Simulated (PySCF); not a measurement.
Geometry (Å), atoms numbered from 1 in this order:
```xyz
13

N    -0.3809    1.8847    0.2274
Si   -0.1121    0.1867    0.4275
F    -0.4249    0.0731    2.0260
Si    2.1578   -0.1644    0.1365
Si   -1.7035   -1.1966   -0.5558
H    -1.1420    2.3191    0.7242
H    -0.2699    2.3128   -0.6751
H     3.0537    0.7170    0.8893
H     2.5217   -1.5379    0.5035
H     2.5178   -0.0081   -1.2794
H    -1.5215   -2.6038   -0.1884
H    -3.0960   -0.8587   -0.2329
H    -1.6047   -1.1233   -2.0206
```

In vacuum, one computed conformer, relativity neglected, averaged over atoms made equivalent by symmetry, fast rotation or ring inversion. σ from GIAO-PBE0/pcSseg-1; GFN2-xTB geometry; PySCF.

δ = σ(ref) − σ, references computed at the same level: ¹H and ²⁹Si vs TMS; NH3 for ¹⁵N; CFCl3 for ¹⁹F.

| atoms | nucleus | count | δ (ppm) |
| --- | --- | --- | --- |
| H6/H7 | ¹H | 2 | 0.26 |
| Si4/Si5 | ²⁹Si | 2 | -120.1 |
| Si2 | ²⁹Si | 1 | ? |
| H8/H9/H10/H11/H12/H13 | ¹H | 6 | 3.36 |
| F3 | ¹⁹F | 1 | ? |
| N1 | ¹⁵N | 1 | 27.3 |

Problem. Fill in the missing shifts.

Solution. 
- Si2: 45.8 ppm, silicon bonded to F, N, 2 Si
- F3: -198.5 ppm, fluorine bonded to Si

OH/NH shifts are gas-phase values; hydrogen bonding in solution moves them, usually downfield. Unscaled 19F shifts against computed CFCl3 carry errors that often reach 10 to 50 ppm. Experimental scales use liquid or dissolved standards, which lie at an offset from isolated NH3 (liquid NH3: subtract about 20 ppm).
